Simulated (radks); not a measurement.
Results of a calculation; reference values are marked as such.
All-electron atom: the lutetium ion Lu3+ in [Xe] 4f12 5d2 (not the ground configuration).

Code: a radial shooting solver on a logarithmic mesh with Libxc functionals. Model: scalar-relativistic Kohn-Sham, LDA (Slater exchange, Perdew-Zunger correlation), spin-polarised, spherical densities, finite nucleus; open shells are filled with parallel spins first (spin-orbit coupling, left out, can overturn this in heavy ions); Fermi nuclear charge, rms radius 5.37 fm.

Energy parts (hartree):
part                       energy
total                 -14549.9512
kinetic                15890.4169
electron-nucleus      -35752.0447
Hartree                 5601.3216
exchange-correlation    -289.6450

Orbitals (lengths in bohr, moments of r in powers of bohr):
\begin{tabular}{lrrrr}
orbital & occ. & eigenvalue (hartree) & <r^4> & <r> \\ \hline
1s up & 1 & -2323.080 & 7.089e-07 & 0.01934 \\
1s down & 1 & -2323.080 & 7.089e-07 & 0.01934 \\
2s up & 1 & -396.8899 & 0.0001084 & 0.08190 \\
2s down & 1 & -396.8846 & 0.0001084 & 0.08190 \\
2p up & 3 & -349.5757 & 0.00008356 & 0.07294 \\
2p down & 3 & -349.5715 & 0.00008356 & 0.07294 \\
3s up & 1 & -91.29238 & 0.004042 & 0.2129 \\
3s down & 1 & -91.25151 & 0.004038 & 0.2129 \\
3p up & 3 & -77.08859 & 0.004300 & 0.2125 \\
3p down & 3 & -77.04771 & 0.004295 & 0.2125 \\
3d up & 5 & -59.96940 & 0.003342 & 0.1926 \\
3d down & 5 & -59.93631 & 0.003337 & 0.1925 \\
4s up & 1 & -19.51846 & 0.09593 & 0.4771 \\
4s down & 1 & -19.44195 & 0.09602 & 0.4772 \\
4p up & 3 & -14.83755 & 0.1269 & 0.5062 \\
4p down & 3 & -14.76294 & 0.1270 & 0.5063 \\
4d up & 5 & -8.72299 & 0.1895 & 0.5432 \\
4d down & 5 & -8.64995 & 0.1900 & 0.5435 \\
4f up & 7 & -1.96554 & 0.7321 & 0.6608 \\
4f down & 5 & -1.89329 & 0.7422 & 0.6625 \\
5s up & 1 & -3.59035 & 3.045 & 1.132 \\
5s down & 1 & -3.53088 & 3.042 & 1.132 \\
5p up & 3 & -2.43080 & 5.786 & 1.314 \\
5p down & 3 & -2.37061 & 5.791 & 1.314 \\
5d up & 2 & -1.10229 & 26.03 & 1.858 \\
5d down & 0 & -1.04328 & 27.44 & 1.873 \\
\end{tabular}

The highest occupied level is 5d up at -29.995 eV. Spin moment in Bohr magnetons: 4. The density falls to 0.001 e/bohr^3 at r = 3.40 bohr. Summed over all electrons, <r^2> = 35.77 bohr^2, which gives a Langevin (diamagnetic) susceptibility term of -28.3 x 10^-6 cm^3/mol. The electron density at the nucleus is 1.172e+06 e/bohr^3 (large components only). The spin density at the nucleus is -6.860 e/bohr^3 (1s -0.085, 2s -1.379, 3s -7.933, 4s 2.826, 5s -0.290).

Run on one thread of a shared host, so times are rough (Arm Neoverse N1): 0.34 s of CPU time, 0.34 s wall, 15 iterations on 2213 mesh points.
